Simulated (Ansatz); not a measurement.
Total energies of SbH2(iPr) (C3H9Sb) from Ansatz at PBE0-D4/def2-TZVP, gas phase (1 Eh = 27.2114 eV = 2625.5 kJ/mol). The reference geometry is relaxed at r2SCAN-D4/def2-SVP.

| state | geometry | energy (Eh) |
| --- | --- | --- |
| charge 0 singlet | reference | -359.87459 |
| charge 1 doublet | reference | -359.55156 |
| free Sb atom (quartet) | – | -240.22283 |
| free H atom (doublet) | – | -0.50104 |
| free C atom (triplet) | – | -37.80537 |

In the def2 sets Sb takes a core potential; there is no spin–orbit coupling.

**Question.** Work out the vertical ionisation energy to the doublet.

**Answer.** E(charge 1 doublet) − E(charge 0 singlet) = -359.55156 − (-359.87459) = 0.32303 Eh = 8.79 eV. For comparison, −ε of the highest occupied level is 6.84 eV at this level, 1.95 eV less.

**Question.** What is the binding energy per atom against free atoms?

**Answer.** Atoms: 1 × (-240.22283) + 9 × (-0.50104) + 3 × (-37.80537) = -358.14830 Eh. Binding: -358.14830 − (-359.87459) = 1.72629 Eh = 46.97 eV, or 3.61 eV for each of 13 atoms (no zero-point energy, no counterpoise term).
